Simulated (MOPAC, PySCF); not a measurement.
F$_{3}$Ga, SMILES `[F][Ga]([F])[F]`, neutral singlet in the gas phase. 

Z-matrix (Å, degrees):
```
Ga
F 1 1.7247
F 1 1.7248 2 120.01
F 1 1.7248 2 120.00 3 179.98
```
Charge 0, multiplicity 1.

All levels are single points at this geometry (r2SCAN-D4/def2-TZVP); Pople sets use spherical d functions. Orbital energies aren't observables, and empty levels follow the basis.

```csv
level,HOMO (eV),LUMO (eV),gap (eV),dipole (D),"vertical IE, Delta-SCF (eV)"
PBE-D3(BJ)/def2-TZVP in PySCF,-9.66,-3.37,6.29,0.00,–
r2SCAN-D4/def2-TZVP in PySCF,-10.16,-3.03,7.13,0.00,–
B3LYP/3-21G in PySCF,-10.02,-2.16,7.87,0.00,–
B3LYP/6-311+G** (LANL2DZ on Ga) in PySCF,-11.65,-2.82,8.82,0.00,–
BP86/6-31G* in PySCF,-9.29,-3.31,5.98,0.00,–
M06-2X/6-31G* in PySCF,-13.46,-1.49,11.97,0.00,–
SVWN5/6-31G* in PySCF,-9.41,-3.57,5.84,0.00,–
HF/3-21G in PySCF,-15.88,1.53,17.41,0.00,–
HF/STO-3G in PySCF,-8.56,5.95,14.51,0.00,–
AM1 in MOPAC,-13.65,-3.21,10.45,0.00,–
PM3 in MOPAC,-15.35,-3.53,11.82,0.00,–
PM6 in MOPAC,-14.52,-2.20,12.32,0.00,–
PM7 in MOPAC,-14.51,-1.61,12.90,0.00,–
```
